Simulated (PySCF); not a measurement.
The dipole of `COC(=O)[C@@H](C)OC=O` from its density and from atomic charges.

Coordinates (GFN2-xTB, Å) and charges (e) from the PBE0/pcSseg-1 density (PySCF):

```csv
atom,x,y,z,Mulliken,IAO,Hirshfeld,ESP-fitted
C1,2.568,-0.397,0.822,-0.0395,-0.2180,-0.0310,-0.1122
O2,1.279,0.208,0.784,-0.4608,-0.3329,-0.0929,-0.4571
C3,0.442,-0.224,-0.152,+0.4617,+0.5140,+0.2004,+0.8505
O4,0.700,-1.034,-0.998,-0.4073,-0.4617,-0.2589,-0.5595
C5,-0.899,0.515,-0.052,+0.0120,+0.0389,+0.0415,+0.2585
C6,-0.920,1.689,-1.021,-0.2084,-0.4224,-0.1174,-0.5954
O7,-1.957,-0.379,-0.409,-0.4302,-0.3281,-0.0914,-0.4108
C8,-1.988,-1.518,0.257,+0.4462,+0.4076,+0.1778,+0.5412
O9,-1.247,-1.840,1.138,-0.4091,-0.4465,-0.2469,-0.5014
H10,2.519,-1.316,1.409,+0.1293,+0.1589,+0.0565,+0.1237
H11,3.234,0.320,1.295,+0.1258,+0.1623,+0.0560,+0.1271
H12,2.902,-0.634,-0.189,+0.1288,+0.1592,+0.0459,+0.1020
H13,-1.036,0.845,0.985,+0.1438,+0.1597,+0.0440,+0.0616
H14,-0.747,1.329,-2.032,+0.1341,+0.1610,+0.0480,+0.1641
H15,-0.145,2.401,-0.751,+0.1312,+0.1570,+0.0523,+0.1565
H16,-1.889,2.179,-0.982,+0.1353,+0.1582,+0.0510,+0.1958
H17,-2.824,-2.131,-0.115,+0.1073,+0.1328,+0.0651,+0.0555
```

**Question.** What dipole does each set of charges give (1 e·Å = 4.803 D), and what does the density give?

**Answer.** The full density gives (0.27, 2.38, 0.19) D, 2.40 D in size; dipole vectors point from the negative to the positive end.

```tsv
scheme	μx	μy	μz	size (D)	share of the full size (%)	angle to the full dipole (°)
Mulliken	0.74	2.88	-0.36	2.99	125	14
IAO	0.31	2.61	0.23	2.64	110	1
Hirshfeld	0.00	1.78	0.20	1.80	75	7
ESP-fitted	0.30	2.35	0.19	2.38	99	1
```

**Question.** Which set comes closest?

**Answer.** Length of the difference vector: ESP-fitted 0.04 D, IAO 0.24 D, Hirshfeld 0.65 D, Mulliken 0.87 D. Closest: ESP-fitted. ESP charges are fitted to the potential around the molecule, whose slowest-falling term is the dipole's. 

**Question.** What is left for the Hirshfeld atoms' own dipoles?

**Answer.** The shares of the density sum to the whole, so what Σ q r misses lies in dipoles about the nuclei. The atomic dipoles sum to (0.27, 2.38, 0.19) − (0.00, 1.78, 0.20) = (0.27, 0.60, -0.01) D, 0.65 D in size.

**Question.** With the origin at the mean of the coordinates, (0.000, 0.001, -0.001) Å, which are the largest single terms, by size, of the Hirshfeld dipole along the direction of the full one?

**Answer.** O9 +2.22, C8 -1.46, O4 +1.27, C6 -0.84, H17 -0.76 D; all 17 atoms together +1.78 D. The single terms depend on the origin, their sum doesn't.

**Question.** Give the size of the full dipole in other units.

**Answer.** 2.40 D = 0.945 au = 0.500 e·Å = 8.01 × 10⁻³⁰ C·m.

One conformer (not necessarily the lowest) at the GFN2-xTB geometry, without solvent, vibrations or thermal averaging.

These values come from a run that also computed NMR shieldings. On one thread of an Arm Neoverse V1, shared host, this took 34 s wall.

Conformer computed: `[CH3:1][O:2][C:3](=[O:4])[C@@H:5]([CH3:6])[O:7][CH:8]=[O:9]`: C1–O2–C3–O4 -3°, O2–C3–C5–C6 96°, C3–C5–O7–C8 54°, C5–O7–C8–O9 2°.
